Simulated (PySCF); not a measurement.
Isomers of C3H12Ge2, from PBE0-D3(BJ)/def2-SVP geometry optimisation, gas phase in PySCF 2.14.0. One conformer each, no zero-point energy, no frequencies.

Task: Which isomer lies lowest at this level?
A. `[CH3:1][CH2:2][CH:3]([GeH3:4])[GeH3:5]` with C1–C2–C3–Ge4 -176°: A = 2168, B = 1102, C = 763.4 MHz, dipole 0.97 D
B. `[CH3:1][CH2:2][CH2:3][GeH2:4][GeH3:5]` with C1–C2–C3–Ge4 180°, C2–C3–Ge4–Ge5 -60°: A = 2702, B = 893.2, C = 704.0 MHz, dipole 1.01 D
C. `[CH3][Ge]([CH3])([CH3])[GeH3]` (Ge(GeH3)Me3): A = 2831, B = 1121, C = 1120 MHz, dipole 1.28 D

Result: C. That is Ge(GeH3)Me3, `[CH3][Ge]([CH3])([CH3])[GeH3]`, 12.5 kcal/mol below the next.

```csv
SMILES,mapped SMILES,E (Eh),relative (kcal/mol),relative (kJ/mol),dipole (D)
[CH3][Ge]([CH3])([CH3])[GeH3],–,-4274.29778,0.0,0.0,1.28
CC[CH2][GeH2][GeH3],[CH3:1][CH2:2][CH2:3][GeH2:4][GeH3:5],-4274.27790,12.5,52.2,1.01
CC[CH]([GeH3])[GeH3],[CH3:1][CH2:2][CH:3]([GeH3:4])[GeH3:5],-4274.25791,25.0,104.7,0.97
```
